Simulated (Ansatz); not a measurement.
Ge14NH24, a doped nanocrystal cut from the lattice of germanium (N on an inner site). The state is a doublet with charge 0. Geometry PBE-D4/def2-SVP; atoms count from 1.

```xyz
39

Ge    1.1023    0.6041    1.2938
Ge    1.0770   -3.3411    0.2549
Ge    1.7201    4.3816   -0.6840
Ge    0.9823    0.7860   -2.3619
Ge   -2.0558   -1.8104    2.2143
Ge   -1.5362   -1.0053   -1.6637
Ge   -1.5574    2.0441   -0.8022
Ge   -0.7635    0.1704    2.8280
Ge   -0.4016    3.8428    0.3889
Ge   -0.5582   -3.7374    2.0321
Ge    2.4426   -1.4013    0.8403
Ge   -0.1455   -3.0172   -1.8369
Ge    2.7025    2.3215   -1.5408
Ge   -3.1916   -1.5236    0.0692
N    -0.4840    0.5200   -1.1800
H     2.0622    1.6189    2.0385
H     1.9946   -4.5960    0.1074
H     2.6861    5.1083    0.2941
H     1.4389    5.3313   -1.8847
H     1.5916   -0.6284   -2.5757
H     0.4279    1.2952   -3.7321
H    -3.1287   -2.0906    3.3137
H    -2.2417   -0.6982   -3.0314
H    -2.7382    1.5060    0.0543
H    -2.1345    2.5901   -2.1487
H    -0.2310   -0.0256    4.2826
H    -1.7119    1.4066    2.8593
H    -0.2056    3.4789    1.8845
H    -1.3601    5.0724    0.3281
H     0.1834   -3.9504    3.3850
H    -1.3793   -5.0250    1.7277
H     3.2964   -1.7725    2.0939
H     3.4453   -1.1107   -0.3166
H     0.7918   -3.0288   -3.0766
H    -1.1592   -4.1903   -2.0065
H     3.5889    1.6296   -0.4713
H     3.6110    2.6323   -2.7707
H    -4.3546   -0.4958    0.1531
H    -3.8062   -2.8912   -0.3599
```

Single mean-field runs in def2-TZVP are fitted with def2-universal-jkfit. Another isomer (doublet) lies 0.53 eV lower at PBE0-D4/def2-TZVP; other spin states weren't run for this one.

Question: Estimate the Mulliken populations of the heavy atoms from the PBE0/def2-TZVP orbitals of Ansatz.

Answer: 
```tsv
atom	charge (e)	spin (α − β)
Ge1	-0.16	0.79
Ge2	-0.10	0.00
Ge3	0.01	0.00
Ge4	0.14	0.01
Ge5	-0.10	0.00
Ge6	0.14	0.02
Ge7	0.14	0.01
Ge8	0.01	0.01
Ge9	-0.12	0.00
Ge10	0.01	0.00
Ge11	0.01	0.01
Ge12	-0.05	0.00
Ge13	-0.11	0.00
Ge14	-0.04	0.00
N15	-0.56	0.03
```
Mulliken values depend strongly on the basis.

Question: Where does the spin sit?

Answer: Summed by element: Ge 0.84, N 0.03, H 0.13, of 1 unpaired in all. Largest on single atoms: Ge1 0.79, H16 0.04, N15 0.03.

Question: And the Mayer bond orders between heavy atoms (over 0.3)?

Answer: Ge1–Ge8 0.89 (2.45 Å); Ge1–Ge11 0.89 (2.45 Å); Ge2–Ge10 0.86 (2.45 Å); Ge2–Ge11 0.86 (2.44 Å); Ge2–Ge12 0.86 (2.44 Å); Ge3–Ge9 0.87 (2.44 Å); Ge3–Ge13 0.87 (2.44 Å); Ge4–Ge13 0.86 (2.45 Å); Ge4–N15 0.87 (1.90 Å); Ge5–Ge8 0.86 (2.44 Å); Ge5–Ge10 0.86 (2.45 Å); Ge5–Ge14 0.86 (2.44 Å); Ge6–Ge12 0.84 (2.45 Å); Ge6–Ge14 0.85 (2.45 Å); Ge6–N15 0.85 (1.92 Å); Ge7–Ge9 0.86 (2.45 Å); Ge7–N15 0.87 (1.90 Å).
